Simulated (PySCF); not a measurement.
Si(H)2(OH)(NH2) (H5NOSi), SMILES [SiH2](O)N. Atoms are numbered in the order given.

```xyz
8

Si    -0.3432    -0.3147    -0.0062
N      1.3136    -0.6901     0.1106
O     -0.5926     1.3177    -0.0955
H     -1.0159    -0.8549     1.2035
H     -0.8709    -0.9647    -1.2338
H      1.9197    -0.5903    -0.6890
H      1.8181    -0.5213     0.9671
H     -1.5005     1.6250    -0.1712
```

Coordinates come from a r2SCAN-D4/def2-TZVP optimisation. The geometry has at least one imaginary mode, so it is a saddle point at that level. The values are those of a single conformer.

Computed with B3LYP/pcJ-1 (PySCF).

Isotropic couplings with Fermi-contact, spin-dipole and both spin-orbit terms, one fixed conformer, no vibrational averaging. Isotopes: 14N, 1H, 29Si.

Computed spin–spin coupling constants:
```json
[
 {"pair": "Si1–N2", "bonds apart": "1", "J (Hz)": "-13.7"},
 {"pair": "Si1–H4", "bonds apart": "1", "J (Hz)": "-238.6"},
 {"pair": "Si1–H5", "bonds apart": "1", "J (Hz)": "-238.5"},
 {"pair": "N2–H6", "bonds apart": "1", "J (Hz)": "57.4"},
 {"pair": "N2–H7", "bonds apart": "1", "J (Hz)": "57.5"},
 {"pair": "Si1–H6", "bonds apart": "2", "J (Hz)": "-0.8"},
 {"pair": "Si1–H7", "bonds apart": "2", "J (Hz)": "-0.8"},
 {"pair": "Si1–H8", "bonds apart": "2", "J (Hz)": "-2.5"},
 {"pair": "N2–H4", "bonds apart": "2", "J (Hz)": "6.3"},
 {"pair": "N2–H5", "bonds apart": "2", "J (Hz)": "6.3"},
 {"pair": "H4–H5", "bonds apart": "2", "J (Hz)": "22.3"},
 {"pair": "H6–H7", "bonds apart": "2", "J (Hz)": "-7.4"},
 {"pair": "N2–H8", "bonds apart": "3", "J (Hz)": "1.2"},
 {"pair": "H4–H6", "bonds apart": "3", "J (Hz)": "11.1"},
 {"pair": "H4–H7", "bonds apart": "3", "J (Hz)": "0.7"},
 {"pair": "H4–H8", "bonds apart": "3", "J (Hz)": "-1.9"},
 {"pair": "H5–H6", "bonds apart": "3", "J (Hz)": "0.7"},
 {"pair": "H5–H7", "bonds apart": "3", "J (Hz)": "11.1"},
 {"pair": "H5–H8", "bonds apart": "3", "J (Hz)": "-1.8"},
 {"pair": "H6–H8", "bonds apart": "4", "J (Hz)": "-1.0"},
 {"pair": "H7–H8", "bonds apart": "4", "J (Hz)": "-1.0"}
]
```
